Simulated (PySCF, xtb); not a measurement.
Al(Cl)(Me)(NHMe) (C2H7AlClN), SMILES C[NH][Al]([CH3])[Cl].

GFN2-xTB (xtb) at its own geometry gives an orbital gap of 3.76 eV and a dipole moment of 1.99 D.

The structure is a stationary point at B3LYP-D3(BJ)/def2-SVP. The structure was generated by enumeration; whether it is a known compound was not checked. Other conformers were not sampled.

Q: What does PBE/def2-TZVP (PySCF) give? (An estimate is asked for; the answer gives what the named calculation found.)

A: gap 4.79 eV (levels -5.59 and -0.80 eV), dipole 2.23 D.
